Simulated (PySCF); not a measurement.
A side-by-side comparison of computed properties.

First species: C8H13P.
InChI=1S/C8H13P/c1-4-8-6-9(3)5-7(8)2/h4H,1,5-6H2,2-3H3

Second species: C3H11F2NSi2.
SMILES: `CN[SiH2][C@@H]([SiH3])C(F)F`

Levels: PBE0/pcSseg-1 for HOMO energy, LUMO energy and HOMO–LUMO gap. Geometries: GFN2-xTB. All species are isolated and taken at one optimised geometry, non-relativistic unless stated; the electronic structure was computed with PySCF and density fitting.

Dipoles, sizes and rotational constants follow the conformer. The torsions of the flexible species, by atom-mapped SMILES:
- `[CH3:1][NH:2][SiH2:3][C@@H:4]([SiH3:5])[CH:6]([F:7])[F:8]`: C1–N2–Si3–C4 -175°, N2–Si3–C4–Si5 164°, Si3–C4–C6–F7 -63°

The conformers of `C=CC1=C(C)CP(C)C1` aren't listed.

```tsv
property	column X	column Y
HOMO energy	-6.74 eV	-6.33 eV
LUMO energy	0.50 eV	-0.68 eV
HOMO–LUMO gap	7.24 eV	5.65 eV
```

Task: Which column belongs to which species?

Result: Column X is the second species and column Y the first. The first has 22 atoms and 76 electrons, the second 19 and 82.

Task: How does each property change from the first species to the second?

Result: HOMO energy -0.41 eV; LUMO energy +1.18 eV; HOMO–LUMO gap +1.59 eV.

